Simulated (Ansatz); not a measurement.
The same molecule with X = O, S, Se. Ansatz, PBE0-D4/def2-TZVP geometries, multiplicity 1. Each molecule was computed in one conformer, which needn't be the lowest.

Elements past krypton have def2 core potentials. Outer-core shells of In, Se are correlated without core-valence functions. Scalar relativity is left out up to krypton. Spin–orbit coupling is left out.

| X | molecule | vertical ionisation energy (CCSD(T)/def2-TZVPP) / eV | mean X–H bond length / Å | mean X–In bond length / Å | ideal-gas entropy at 298 K and 1 bar (rigid rotor, harmonic PBE0-D4/def2-TZVP) / J/(mol·K) | size of the dipole moment (ωB97M-V/def2-TZVPP) / D | HOMO–LUMO gap (B3LYP/def2-TZVPP) / eV |
| --- | --- | --- | --- | --- | --- | --- | --- |
| S | `[F][In]([F])[SH]` | 10.84 | 1.346 | 2.341 | 346 | 2.74 | 5.32 |
| Se | `[F][In]([F])[SeH]` | 10.37 | 1.471 | 2.459 | 359 | 3.09 | 4.92 |

(1) Give the row for X = O, `[OH][In]([F])[F]`. (Estimate.)

Results:

(1) Ansatz gave: 
```
X            molecule  vertical ionisation energy (CCSD(T)/def2-TZVPP) / eV  mean X–H bond length / Å  mean X–In bond length / Å  ideal-gas entropy at 298 K and 1 bar (rigid rotor, harmonic PBE0-D4/def2-TZVP) / J/(mol·K)  size of the dipole moment (ωB97M-V/def2-TZVPP) / D  HOMO–LUMO gap (B3LYP/def2-TZVPP) / eV
O  `[OH][In]([F])[F]`                                                 12.24                     0.962                      1.954                                                                                         332                                                2.13                                   6.17
```

From O to Se the vertical ionisation energy (CCSD(T)/def2-TZVPP) falls at each step, by 1.87 eV in all; the mean X–H bond length rises at each step, by 0.509 Å in all; the mean X–In bond length rises at each step, by 0.505 Å in all; the ideal-gas entropy at 298 K and 1 bar (rigid rotor, harmonic PBE0-D4/def2-TZVP) rises at each step, by 27 J/(mol·K) in all; the HOMO–LUMO gap (B3LYP/def2-TZVPP) falls at each step, by 1.25 eV in all. Bonds lengthen as the atom grows down the group. Dipoles are sizes alone, and their direction can turn along the series.

B3LYP here is the variant with VWN-RPA as its local correlation; programs differ in this.
